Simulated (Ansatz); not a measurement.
Species: C$_{3}$H$_{8}$BF$_{2}$N (charge 0, singlet). 
Geometry from a B3LYP-D3(BJ)/def2-TZVP (Ansatz, a first-principles code) optimisation:
SMILES: CC(C)NB(F)F
```xyz
15

C     -1.9110    -1.3084     0.2809
C     -1.1738    -0.0060    -0.0240
C     -1.9287     1.2093     0.5105
N      0.1877    -0.0450     0.5074
B      1.3705     0.0298    -0.2211
F      1.3718     0.1513    -1.5533
F      2.5612    -0.0174     0.3877
H     -2.0053    -1.4534     1.3607
H     -2.9167    -1.2941    -0.1428
H     -1.3735    -2.1629    -0.1311
H     -1.0756     0.0934    -1.1062
H     -2.9346     1.2579     0.0899
H     -2.0235     1.1553     1.5986
H     -1.4036     2.1316     0.2606
H      0.2500    -0.1360     1.5104
```

Basis-set convergence of Hartree-Fock and MP2 correlation energies (hartree) with Ansatz. Cores are frozen in the correlated levels unless marked. Spin-orbit coupling is left out. Non-relativistic.

```tsv
basis	functions	E(HF)	E(corr, MP2)
cc-pVDZ	138	-396.47605	-1.05033
cc-pVTZ	322	-396.60832	-1.32975
cc-pVQZ	625	-396.63771	-1.43009
```

Extrapolating the two largest sets (X = 3 and 4) as X^-3: E(corr) = (64·(-1.43009) - 27·(-1.32975))/37 = -1.5033 Eh, an estimate of the basis-set limit. The largest set recovers 95.1 % of it, the smallest 69.9 %.
